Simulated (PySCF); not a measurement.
# Electronic structure of Sn⁺ (tin, charge +1) at the PBE0 level

Configuration: [Kr] 4d10 5s1 5p1 6s1, high-spin 4P determinant (an excited configuration). Calculation: PySCF 2.14, in aug-cc-pwCVDZ-PP with ECP28MDF; a scalar-relativistic core potential.

| Property | Result |
| --- | --- |
| Total energy | -213.4936 hartree |
| One-electron energy | -365.5247 hartree |
| Hartree (Coulomb) energy | 169.6983 hartree |
| Exchange-correlation energy | -17.6672 hartree |
| ⟨S²⟩ | 3.7509 |
| ⟨L²⟩ | 2.221 |
| Sum of ⟨r⟩ | 28.42 bohr |
| Sum of ⟨r²⟩ | 68.75 bohr² |
| Traceless quadrupole moment −½Σ⟨3z² − r²⟩ along its main axis | 0.773 e·bohr² |

```csv
shell,electrons,mean orbital energy (hartree),spread (hartree),"rms radius, mean of both spins (bohr)"
4s α,1,-5.64435,0,0.877
4s β,1,-5.63317,0,0.877
4p α,3,-3.97528,0.01460,0.952
4p β,3,-3.96596,0.02197,0.952
4d α,5,-1.53637,0.01712,1.18
4d β,5,-1.51991,0.02453,1.18
5s α,1,-0.87255,0,2.35
5p α,1,-0.56187,0,2.87
6s α,1,-0.24670,0,5.85
```

Energies and moments cover only the electrons outside the core potential. The outer electron is Rydberg-like, and this basis confines it to a smaller radius and binds it less than a complete one would.
